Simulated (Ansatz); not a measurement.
Molecule: CH3AlCl2O (charge 0, singlet). SMILES: [Cl][Al]([O]C)[Cl]
Coordinates optimised at B3LYP-D3(BJ)/def2-TZVP (Ansatz, a quantum-chemistry and plane-wave program):
```
O
C 1 1.4127
H 2 1.0922 1 109.44
H 2 1.0922 3 108.47 1 -119.34
H 2 1.0938 3 108.66 4 -117.96
Al 1 1.6675 2 135.82 3 120.63
Cl 6 2.0787 1 119.19 2 -180.00
Cl 6 2.0886 1 120.69 2 0.00
```

Parts of the frozen-core correlation energy in 6-31G* (Ansatz, hartree). Frozen orbitals: 17; correlated occupied orbitals by spin: 15 and 15; virtual: 61 and 61. No spin-orbit coupling. Non-relativistic.

```json
[
 {"term": "reference (HF)", "value": "-1275.54002"},
 {"term": "MP2 opposite-spin", "value": "___"},
 {"term": "MP2 same-spin", "value": "___"},
 {"term": "CCSD correlation", "value": "___"},
 {"term": "(T)", "value": "-0.01562"},
 {"term": "T1 diagnostic", "value": "0.012"},
 {"term": "largest doubles amplitude", "value": "0.026"}
]
```

Problem. Some entries are withheld; supply them.

Solution. 
- MP2 opposite-spin, value: -0.45259
- MP2 same-spin, value: -0.16003
- CCSD correlation, value: -0.65542
